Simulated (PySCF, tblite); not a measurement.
Isomers of C6H12Si, one GFN2-xTB conformer each. Single-point energies are computed at PBE0/pcSseg-1 (PySCF, gas phase, no added dispersion term), electronic only.

Question: Rank them by PBE0/pcSseg-1 energy, lowest first (kcal/mol).
A. `[CH:1]#[C:2][C@H:3]([CH3:4])[CH2:5][SiH2:6][CH3:7]` with C2–C3–C5–Si6 -65°, C3–C5–Si6–C7 -179°
B. `[CH2:1]=[C:2]1[CH2:3][CH2:4][CH2:5][C@H:6]1[SiH3:7]` with C1–C2–C3–C4 172°, C2–C3–C4–C5 29°, C3–C4–C5–C6 -38°, C4–C5–C6–Si7 -87°

Answer: B (0.0), A (24.5).

As drawn, the lower has a C=C bond outside aromatic rings, which the higher lacks; the higher has a C≡C bond, which the lower lacks. GFN2-xTB itself gives, in the same order: 0.0, 40.4. Both levels put the same isomer lowest.

Q: Which frontier levels, dipoles and rotational constants go with these structures?

A: 
```json
{"SMILES": "C=C1CCC[C@H]1[SiH3]", "HOMO (eV, PBE0/pcSseg-1)": "-6.73", "LUMO (eV)": "0.17", "dipole (D)": "0.82", "A, B, C (MHz)": "2743, 2037, 1413"}
{"SMILES": "C#C[C@H](C)C[SiH2]C", "HOMO (eV, PBE0/pcSseg-1)": "-7.66", "LUMO (eV)": "1.00", "dipole (D)": "0.97", "A, B, C (MHz)": "3512, 1141, 932.1"}
```

Q: What happens when harmonic zero-point energies from GFN2-xTB frequencies are added?

A: 
| SMILES | ZPE (kcal/mol) | electronic (kcal/mol) | with ZPE (kcal/mol) |
| --- | --- | --- | --- |
| C=C1CCC[C@H]1[SiH3] | 98.3 | 0.0 | 0.0 |
| C#C[C@H](C)C[SiH2]C | 96.8 | 24.5 | 23.0 |

The zero-point energies span 1.5 kcal/mol. The order is unchanged.
